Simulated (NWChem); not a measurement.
System: GaNH$_{4}$; SMILES [NH2][GaH2]

The following NWChem deck was run.

```
start job
memory heap 200 mb stack 900 mb global 1100 mb
geometry units angstroms noautoz
  Ga     0.000000     0.000000     0.391891
  H      0.000000    -1.396645     1.097501
  H      0.000000     1.396645     1.097501
  N      0.000000     0.000000    -1.419141
  H      0.000000    -0.836697    -1.990195
  H      0.000000     0.836697    -1.990195
end
basis spherical
  * library def2-tzvp
end
dft
  xc m06-2x
  iterations 150
  vectors input atomic output neutral.movecs
end
task dft energy
charge 1
dft
  odft
  mult 2
  vectors input atomic output cation.movecs
end
task dft energy
```

All runs use the structure optimised with PBE0/def2-SVP.

Ions are spin-unrestricted doublets at the neutral geometry; other ion states weren't tried.

Q: Give the results of this calculation. (M06-2X/def2-TZVP, vertical spin-unrestricted ions.) Quantities: vertical ionisation energy, ΔSCF (eV); −ε(HOMO) (eV).

A: 
```json
{
  "vertical ionisation energy, ΔSCF (eV)": "9.92",
  "−ε(HOMO) (eV)": "8.80"
}
```
